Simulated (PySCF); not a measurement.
**Calculated properties of `C1([P@@H+](COC)C)CCCC=1`**

Compound: C8H16OP (charge +1).
Numbering: `[CH3:1][O:2][CH2:3][P@@H+:4]([CH3:5])[C:6]1=[CH:7][CH2:8][CH2:9][CH2:10]1` (hydrogens: H11, H12, H13 on C1; H14, H15 on C3; H16 on P4; H17, H18, H19 on C5; H20 on C7; H21, H22 on C8; H23, H24 on C9; H25, H26 on C10)

Among its groups: C=C double bond and ether.

PBE0-D3(BJ)/def2-SVP geometry optimisation, gas phase (PySCF):

```
Point group                  : C1
Rotational constants A, B, C : 2.437, 0.548, 0.481 GHz
```

**KT2/pcSseg-1 ground state and GIAO shieldings, non-relativistic (PySCF)**

```
HOMO energy                                                 : -10.30 eV
LUMO energy                                                 : -5.91 eV
HOMO–LUMO gap                                               : 4.39 eV
13C chemical shifts (computed TMS as zero) by class         : 161.3 (C7), 111.2 (C6), 65.6 (C3), 64.9 (C1), 40.8 (C8), 38.3 (C10), 27.5 (C9), -0.3 (C5) ppm
1H chemical shifts (computed TMS as zero) by class          : 7.17 (H20), 6.17 (H16), 4.32 (H15), 3.84 (H11/H12/H13), 3.65 (H14), 3.11 (H22), 2.96 (H21), 2.70 (H26), 2.60 (H25), 2.57 (H23), 2.27 (H24), 2.04 (H17/H18/H19) ppm
Isotropic shieldings of nuclei other than C and H, by class : 316 (O2), 358 (P4) ppm
```

Monoisotopic mass of the ion (most abundant isotopes, electron mass counted): 159.0933 u.

The rotational constants make it an asymmetric top with κ = (2B − A − C)/(A − C) = -0.93, nearer the prolate limit (−1). With B = h/(8π²I), that is 505.379 GHz u Å² over I, the principal moments of inertia are 207.4, 922.9 and 1050.6 u Å² (most abundant isotopes).

One conformer (not necessarily the lowest) at the PBE0-D3(BJ)/def2-SVP geometry, without solvent or vibrations. NMR classes are plain means over equivalent atoms (diastereotopic ones count apart unless rotation or inversion swaps them), as if these changed places fast; in this geometry the members of some classes differ.
